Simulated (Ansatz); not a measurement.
Basis-set extrapolation for C₂H₇AlBFO (PBE0-D4/def2-TZVP geometry, frozen core, the Gaussian-basis code of Ansatz). Multiplicity 1, RHF reference.

|  | def2-TZVPP | def2-QZVPP |
| --- | --- | --- |
| HF | -520.855905 | -520.875985 |
| MP2 correlation | -1.025808 | -1.103430 |
| CCSD(T) correlation | -1.107476 | not run |

Energies in hartree. Use E(X) = E(∞) + A·exp(−7.88·√X) for Hartree–Fock and E(X) = E(∞) + B·X^(−2.97) for correlation, with X = 3 and 4, and add CCSD(T) minus MP2 of the smaller set to the MP2 limit.

Q: What is the CCSD(T) energy at the basis-set limit?

A: HF limit: -520.875985 + (-0.020080) × 0.13774 = -520.87875. MP2 limit: -1.103430 + (-0.077622) × 0.74074 = -1.16093. Higher-order term: -1.107476 − (-1.025808) = -0.08167. Total: -522.12135 hartree, 414.7 kJ/mol below CCSD(T)/def2-TZVPP.
